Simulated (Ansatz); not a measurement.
Molecule: TaO2Cl, net charge 1, doublet state. SMILES of the parent species: [O]=[Ta](=[O])[Cl]

Atoms: Ta1, O2, O3, Cl4. Bonds: Ta1-O2, Ta1-O3, Ta1-Cl4.

Bond lengths (Å) and angles (degrees) optimised at HF/6-31G* with LANL2DZ past Ar with Ansatz (an electronic-structure program); PBE/6-31G* with LANL2DZ past Ar with Ansatz; B3LYP/LANL2DZ with Ansatz; B3LYP/6-31G* with LANL2DZ past Ar with Ansatz, each started from the B3LYP-D3(BJ)/def2-TZVP structure (Ansatz) of the last column. A row stands for all coordinates that are equal there. 6-31G* holds six Cartesian d functions. No wavenumbers were computed at PBE/6-31G* with LANL2DZ past Ar, B3LYP/LANL2DZ, so these may be saddle points.

```csv
coordinate,HF/6-31G* with LANL2DZ past Ar,PBE/6-31G* with LANL2DZ past Ar,B3LYP/LANL2DZ,B3LYP/6-31G* with LANL2DZ past Ar,B3LYP-D3(BJ)/def2-TZVP
Ta1-O2,1.777,1.762,1.777,1.760,1.765
Ta1-Cl4,2.240,2.245,2.281,2.236,2.242
O2-Ta1-O3,96.3,95.8,94.9,94.7,94.3
O2-Ta1-Cl4,107.7,104.0,105.0,105.5,106.6
```

Mean signed difference of all 3 bond lengths from B3LYP-D3(BJ)/def2-TZVP: HF/6-31G* with LANL2DZ past Ar 0.008 Å, PBE/6-31G* with LANL2DZ past Ar -0.001 Å, B3LYP/LANL2DZ 0.021 Å, B3LYP/6-31G* with LANL2DZ past Ar -0.006 Å.
